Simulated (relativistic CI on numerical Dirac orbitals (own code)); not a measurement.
Level scheme of La3+

These numbers are calculated, not measured: Dirac-Coulomb-Breit CI, separate exchange-only KLI orbitals for each configuration, a model potential for QED, valence Slater integrals scaled by 0.85, P86 correlation energy added to each configuration (own radial code, finite nucleus).

CI space (outside the closed core [Kr] 4d10): 5s²5p⁶, 5s²5p⁵5d, 5s²5p⁵4f, 5s²5p⁵5f, 5s5p⁶5d, 5s²5p⁵6s, 5s²5p⁵6p, 5s5p⁶5f, 5s²5p⁵6d, 5s²5p⁵7s, 5s²5p⁵7p, 5s5p⁶4f, 5s²5p⁵7d, 5s²5p⁵5g, 5s²5p⁵6f, 5s²5p⁵8s, 5s²5p⁵8p, 5s5p⁶6p, 5s5p⁶6s, 5s5p⁶6d, 5s5p⁶7s, 5s5p⁶7p, 5p⁶4f², 5p⁵4f²5d, 5p⁵4f³, 5p⁵4f²5f, 5p⁵4f²6s, 5p⁵4f²6p, 5p⁶5d², 5p⁵5d³, 5p⁵4f5d², 5p⁵5d²5f, 5p⁵5d²6s, 5p⁵5d²6p. Double excitations out of closed p, d and f shells are left out; levels of such configurations are missing from the list, as are those of other unlisted configurations, and high levels can miss mixing partners. These lack a partner that the ground configuration has and come out too high: 5s²5p⁵6d, 5s²5p⁵7s, 5s²5p⁵7p, 5s²5p⁵7d, 5s²5p⁵5g.

```tsv
No.	Configuration	Term	J	E (cm⁻¹)	%	Next component (%)	Landé g
1	5s²5p⁶	¹S	0	0.0	100		
2	5s²5p⁵4f	³D	1	147842.1	99		0.498
3	5s²5p⁵4f	³D	2	150520.8	92	6 ³F	1.136
4	5s²5p⁵4f	³G	5	154116.3	100		1.200
5	5s²5p⁵4f	³D	3	154818.0	79	14 ³F	1.275
6	5s²5p⁵4f	³G	4	155033.9	69	28 ¹G	1.041
7	5s²5p⁵5d	³P°	0	157620.8	100		
8	5s²5p⁵4f	³G	3	159586.6	54	27 ¹F	0.879
9	5s²5p⁵5d	³P°	1	159993.0	94	6 ³D°	1.441
10	5s²5p⁵4f	³F	4	162864.0	52	41 ¹G	1.134
11	5s²5p⁵5d	³P°	2	164586.6	79	16 ³D°	1.421
12	5s²5p⁵5d	³F°	4	164602.8	99		1.250
13	5s²5p⁵4f	³F	2	166353.0	52	47 ¹D	0.827
14	5s²5p⁵5d	³F°	3	166657.0	76	16 ¹F°	1.091
15	5s²5p⁵5d	³F°	2	170488.9	48	32 ¹D°	0.871
16	5s²5p⁵5d	³D°	3	175898.0	61	39 ¹F°	1.204
17	5s²5p⁵4f	³G	3	176477.7	45	35 ¹F	0.903
18	5s²5p⁵4f	³F	3	178892.6	48	31 ¹F	1.108
19	5s²5p⁵4f	³F	4	179463.0	45	31 ¹G	1.124
20	5s²5p⁵4f	¹D	2	183351.0	51	42 ³F	0.867
21	5s²5p⁵5d	³D°	1	184580.8	90	5 ³P°	0.578
22	5s²5p⁵5d	³F°	2	187880.9	50	35 ¹D°	0.856
23	5s²5p⁵5d	³D°	2	191611.2	51	28 ¹D°	1.186
24	5s²5p⁵5d	¹F°	3	193373.1	46	30 ³D°	1.121
25	5s²5p⁵6s	³P°	2	202601.3	98	1 5s²5p⁵5d ³P°	1.499
26	5s²5p⁵6s	¹P°	1	204751.4	59	41 ³P°	1.206
27	5s²5p⁵5d	¹P°	1	222911.1	85	6 5s²5p⁵6d ¹P°	0.986
28	5s²5p⁵6s	³P°	0	224117.6	99		
29	5s²5p⁵6s	³P°	1	225521.0	58	40 ¹P°	1.289
30	5s²5p⁵6p	³S	1	233330.5	76	22 ³P	1.872
31	5s²5p⁵6p	³D	2	237044.8	54	37 ¹D	1.135
32	5s²5p⁵6p	³D	3	239851.7	100		1.334
33	5s²5p⁵6p	¹P	1	241260.8	55	22 ³D	1.031
34	5s²5p⁵6p	³P	2	243058.1	70	29 ¹D	1.353
35	5s²5p⁵6p	³P	0	247487.3	52	47 ¹S	
36	5s²5p⁵6p	³D	1	258473.0	69	29 ¹P	0.665
37	5s²5p⁵6p	³P	1	262738.3	61	16 ³S	1.434
38	5s²5p⁵6p	³D	2	262975.0	44	34 ¹D	1.179
39	5s²5p⁵6p	¹S	0	264418.6	50	48 ³P	
40	5s²5p⁵6d	³P°	0	286415.9	99		
41	5s²5p⁵6d	³P°	1	287295.5	84	15 ³D°	1.348
42	5s²5p⁵6d	³F°	4	288318.3	99	1 5s5p⁶4f ³F°	1.250
43	5s²5p⁵6d	³F°	3	288512.4	57	37 ¹F°	1.066
44	5s²5p⁵6d	³P°	2	288726.4	56	35 ³D°	1.340
45	5s²5p⁵6d	¹D°	2	289917.3	53	26 ³F°	0.956
```

Energies count from the lowest computed level; ° marks odd parity.

The mean weight of the leading LS term, summed over parents, in these 45 levels is 70 %, and that of the leading jj configuration (from the same eigenvectors) 87 %, so jj coupling describes them better and the LS labels are nominal.

For a near-neutral ion this model can misplace configurations by up to about 10,000 cm⁻¹ (more where the count of f electrons changes) and terms by 10 to 25 % of their spread. Rates follow the energies as ν³ (E1, M1) or ν⁵ (E2), so they and the lifetimes can be off by large factors. The fine structure of a lone outer electron comes out too small, for d and f at times inverted, and misplaced configurations move strength between like terms. 43 of the 47 excited levels that our extract of the measured tables holds in this range could be paired (the sources list more); they are missed by 3418 cm⁻¹ on average and 8337 at most, and levels without a partner can miss by more.

LS names give the leading component of a level, which can be under half, so a name can repeat, a term be missing and a line seem to break the LS rules.
